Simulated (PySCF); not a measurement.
Orbital energies, ionisation energy and electron affinity

Species: germanium monoselenide, GeSe.
Structure used (PBE0-D3(BJ)/def2-TZVP), in Å, numbered top down from 1:
```
atom  x, y, z in Å
Ge1   -0.9792   -0.4037    0.1271
Se2    0.9967    0.3749   -0.1392
```

Level: wB97X-D/aug-cc-pVTZ (PySCF). Frontier orbitals with their largest atomic shares (Löwdin; up to four atoms above 4 %):

```csv
orbital,ε (eV),main atoms
HOMO−3,-14.72,"Ge1 53 %, Se2 47 %"
HOMO−2,-9.45,"Ge1 53 %, Se2 47 %"
HOMO−1,-9.33,?
HOMO,-9.33,?
LUMO,-0.87,"Ge1 69 %, Se2 31 %"
LUMO+1,-0.87,"Ge1 69 %, Se2 31 %"
LUMO+2,1.08,"Ge1 84 %, Se2 16 %"
```

Task: What vertical ionisation energy does ΔSCF give, and how far is −ε(HOMO) from it?

Result: ΔSCF: 9.72 eV (938 kJ/mol; threshold wavelength 128 nm); ⟨S²⟩ of the doublet left behind is 0.753, against 0.75 for a pure doublet. −ε(HOMO) is 9.33 eV, 0.39 eV below it. In exact Kohn–Sham theory the two would be equal; wB97X-D (range-separated hybrid) falls short of its own ΔSCF value by 4 %. Holes in the HOMO−1 and HOMO−2 were tried too where these lie within 1.2 eV of the HOMO; the lowest converged state counts.

Task: On which atoms does the HOMO lie?

Result: HOMO: Se2 69 %, Ge1 31 %; HOMO−1: Se2 69 %, Ge1 31 %. These 2 orbitals lie within 0.02 eV of one another; within a degenerate set any mixture serves as well, and the shares of a single orbital can change with the mixture. The HOMO−2 lies 0.12 eV lower.

Task: And the vertical electron affinity, the fundamental gap, Mulliken's electronegativity and the hardness (with the factor ½)?

Result: EA = 0.65 eV by ΔSCF (−ε(LUMO) = 0.87 eV). IE − EA = 9.07 eV against an orbital gap of 8.46 eV; (IE + EA)/2 = 5.19 eV; (IE − EA)/2 = 4.54 eV. Parr's electrophilicity index (IE + EA)²/[8(IE − EA)] is 1.48 eV.

Task: How many of the 10 lowest singlet excitations (vertical TDDFT, same level) lie below the ionisation energy?

Result: All 10; they run from 3.39 to 7.03 eV.

Task: What total energies stand behind the ΔSCF value?

Result: E(N) = -4478.79946 Eh and E(N − 1) = -4478.44237 Eh at the same geometry, 0.35709 Eh apart. With one more electron, E(N + 1) = -4478.82331 Eh.

Geometry: PBE0-D3(BJ)/def2-TZVP; no solvent, vibrations or thermal averaging. The calculation is non-relativistic, for germanium and selenium too.

Note: wB97X-D ran without an empirical dispersion term, which enters the total energy and its gradient alone.
